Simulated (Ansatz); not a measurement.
Basis-set extrapolation for CH₉BSi₂, SMILES `BC[SiH2][SiH3]` (PBE0-D4/def2-TZVP geometry, frozen core, the Gaussian-basis code of Ansatz). Multiplicity 1, RHF reference.

```tsv
	def2-TZVPP	def2-QZVPP
HF	-645.683791	-645.704971
MP2 correlation	-0.536996	-0.572654
CCSD(T) correlation	-0.628161	not run
```

Energies in hartree. Use E(X) = E(∞) + A·exp(−7.88·√X) for Hartree–Fock and E(X) = E(∞) + B·X^(−2.97) for correlation, with X = 3 and 4, and add CCSD(T) minus MP2 of the smaller set to the MP2 limit.

Q: What is the CCSD(T) energy at the basis-set limit?

A: HF limit: -645.704971 + (-0.021180) × 0.13774 = -645.70789. MP2 limit: -0.572654 + (-0.035658) × 0.74074 = -0.59907. Higher-order term: -0.628161 − (-0.536996) = -0.09116. Total: -646.39812 hartree, 226.2 kJ/mol below CCSD(T)/def2-TZVPP.
